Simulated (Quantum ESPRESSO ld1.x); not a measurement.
The numbers below are computed, except where a source is named.
Species: Zr III. Configuration: [Kr] 4d2.

Level of theory: Dirac Kohn-Sham, LDA (Slater exchange, Perdew-Zunger correlation), spin-unpolarised, spherical densities, point nucleus; open shells fill j = l - 1/2 first (ld1.x of Quantum ESPRESSO 7.5).

Energy parts (eV):
| part | energy |
|---|---|
| total | -97805 |
| kinetic | 101045 |
| electron-nucleus | -235597 |
| Hartree | 39734 |
| exchange-correlation | -2986 |

Orbitals (lengths in bohr, moments of r in powers of bohr; <r^-3> diverges for s and p1/2; r(90%) holds 90 % of the orbital's charge):
orbital,occ.,eigenvalue (eV),<r^-3>,r(90%),<r^2>,<r>,small-component weight
1s1/2,2,-17806.0,-,0.0664,0.001856,0.03711,2.12e-02
2s1/2,2,-2479.87,-,0.252,0.03118,0.1625,4.30e-03
2p1/2,2,-2273.03,-,0.227,0.02363,0.1387,4.31e-03
2p3/2,4,-2187.32,2032,0.233,0.02502,0.1431,4.18e-03
3s1/2,2,-418.018,-,0.680,0.2420,0.4592,1.12e-03
3p1/2,2,-340.976,-,0.691,0.2422,0.4555,1.06e-03
3p3/2,4,-327.309,327.8,0.706,0.2533,0.4661,1.03e-03
3d3/2,4,-190.920,46.49,0.726,0.2459,0.4507,9.16e-04
3d5/2,6,-188.421,44.52,0.731,0.2497,0.4543,9.06e-04
4s1/2,2,-69.0160,-,1.77,1.664,1.211,2.38e-04
4p1/2,2,-48.2192,-,2.00,2.068,1.343,1.96e-04
4p3/2,4,-46.4065,43.56,2.04,2.165,1.374,1.88e-04
4d3/2,2,-17.5667,2.999,3.15,4.766,2.002,9.24e-05
4d5/2,0,-17.4105,2.859,3.18,4.838,2.017,9.11e-05
4f5/2,0,-4.2742,0.01327,9.62,46.25,6.340,7.60e-06
4f7/2,0,-4.2740,0.01326,9.62,46.26,6.341,7.60e-06
5s1/2,0,-16.2505,-,4.53,11.11,3.147,4.40e-05
5p1/2,0,-11.8920,-,5.37,15.50,3.713,3.33e-05
5p3/2,0,-11.6495,5.884,5.46,16.04,3.777,3.25e-05

The highest occupied level is 4d3/2 at -17.567 eV. Summed over all electrons, <r^2> = 30.33 bohr^2, which gives a Langevin (diamagnetic) susceptibility term of -24 x 10^-6 cm^3/mol. The density falls to 0.001 e/bohr^3 at r = 3.64 bohr. For comparison, the ionisation energy in NIST's Atomic Spectra Database is 23.170 eV (semi-empirical). In exact Kohn-Sham theory the highest level is minus the ionisation energy, but local and semilocal functionals leave it too shallow, through self-interaction and a potential that decays too fast; potentials with the right tail come closer.

Beside tabulated values, note that spin-unpolarised runs miss the spin-polarisation part of the exchange energy of open shells.
